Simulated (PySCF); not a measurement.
SnHF₃, SMILES [F][SnH]([F])[F].

Coordinates come from a B3LYP-D3(BJ)/def2-SVP optimisation. The def2 effective core potentials stand for the cores of Sn; spin–orbit coupling is left out.

These are PySCF with r2SCAN/def2-TZVPD values and carry that method's errors.

Symmetry labels are those of the subgroup Cs that the program uses (full group C3v).

Q: List the valence orbital energies around the gap with their symmetry. (The exact figures need the calculation; the answer reports its results.)

A: 
```csv
orbital,symmetry,energy (eV)
HOMO−7,A",-11.41
HOMO−6,A',-11.38
HOMO−5,A",-10.22
HOMO−4,A',-10.22
HOMO−3,A",-10.06
HOMO−2,A',-10.06
HOMO−1,A",-9.98
HOMO,A',-9.79
LUMO,A',-3.27
LUMO+1,A",-1.10
LUMO+2,A',-1.10
LUMO+3,A',0.62
```
